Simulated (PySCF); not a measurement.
# He (helium, neutral): UHF calculation

Configuration: 1s1 2p1, high-spin 3P determinant (an excited configuration). All numbers are calculated (PySCF 2.14, scalar relativity by spin-free X2C-1e, in aug-cc-pVDZ-DK (3s2p, 9 functions)).

```json
{"Total energy": "-1.954052 hartree", "One-electron energy": "-2.4456 hartree", "Hartree (Coulomb) energy": "1.3645 hartree", "Exchange energy": "-0.8730 hartree", "⟨S²⟩": "2.0000", "⟨L²⟩": "2.000", "Sum of ⟨r⟩": "2.885 bohr", "Sum of ⟨r²⟩": "5.742 bohr²", "Traceless quadrupole moment −½Σ⟨3z² − r²⟩ along its main axis": "-1.96 e·bohr²", "Langevin diamagnetic susceptibility": "-4.55 ×10⁻⁶ cm³/mol"}
```

| shell | electrons | mean orbital energy (hartree) | rms radius, mean of both spins (bohr) |
| --- | --- | --- | --- |
| 1s α | 1 | -1.50016 | 0.921 |
| 2p α | 1 | 0.03763 | 2.21 |

The outer electron is Rydberg-like, and this basis confines it to a smaller radius and binds it less than a complete one would. At UHF the highest occupied level has a positive energy, so only the finite basis holds that electron; for this excited configuration the basis is too tight for the outer shell.

Spin-orbit constants ζ (cm⁻¹) from the X2C one-electron operator on these orbitals: bare nucleus, nucleus screened by l(l+1)(2l+1)/3 electrons, and screened by the Breit-Pauli mean field of the electrons.

```json
{"shell": "2p", "bare": "3.734", "screened nucleus": "1.867", "mean field": "1.028"}
```

To first order the Landé constant is A = 0.5138 cm⁻¹, so the lowest level has J = 0 and lies 0.000127 eV below the centre of the term. This holds in LS coupling only.
